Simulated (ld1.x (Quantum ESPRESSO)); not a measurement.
**PBE TM dataset for Ni, scalar-relativistic all-electron reference.**

ld1.x (Quantum ESPRESSO) 7.5 input, shortened:

```
&input
   title='Ni', zed=28., rel=1, dft='PBE', iswitch=3,
   config='[Ar] 3d8 4s2 4p0'
 /
 &inputp
   pseudotype=2, tm=.true., lloc=1,
   nlcc=.false.
 /
3
3S  1  0   2.00   0.00  1.20  1.20  0.0
3D  3  2   8.00   0.00  1.40  1.40  0.0
3P  2  1   6.00   0.00  0.95  0.95  0.0
 &test
   configts(1)='3s2 3p6 3d8 4s2 4p0'
 /
```

Occupied shells without a wave of their own: 4s. They enter only through the test configuration that unscreens the potential.

All-electron outer shells of the reference configuration (PBE, scalar-relativistic, ld1.x):

| shell | level (eV) | outermost node (bohr) | outermost maximum (bohr) |
| --- | --- | --- | --- |
| 2s | -981.83 | 0.07 | 0.21 |
| 2p | -844.68 | – | 0.16 |
| 3s | -111.06 | 0.30 | 0.64 |
| 3p | -71.39 | 0.27 | 0.65 |
| 3d | -8.87 | – | 0.63 |
| 4s | -5.64 | 0.92 | 2.24 |
| 4p | -1.22 | 1.00 | 3.17 |

Task: Does the generator finish with these settings?

Result: Yes, a potential is produced.

Task: Estimate the cutoffs (Ry, on a coarse ladder) from which the occupation-weighted sum of valence levels, in a spherical-Bessel basis at the reference potential, stays within 10 and 1 mRy of its value at 400 Ry.

Result: 140 Ry and 230 Ry.

Task: What does a ghost test show?

Result: No extra level below or beside the all-electron valence levels (s, d, p, f tested).

Task: Tests: 3s2 3p6 3d8 4s1 4p0; 3s2 3p6 3d8 4s0 4p0; 3s2 3p6 3d7 4s0 4p0; 3s1 3p6 3d8 4s2 4p0; 3s2 3p6 3d8.5 4s1.5 4p0; 3s2 3p6 3d9 4s1 4p0; 3s2 3p6 3d8 4s1 4p1. Which has the largest error in its energy relative to the reference configuration, and how large is it?

Result: 3s2 3p6 3d7 4s0 4p0, with -2312 meV (all-electron minus pseudo) on +64.14 eV.
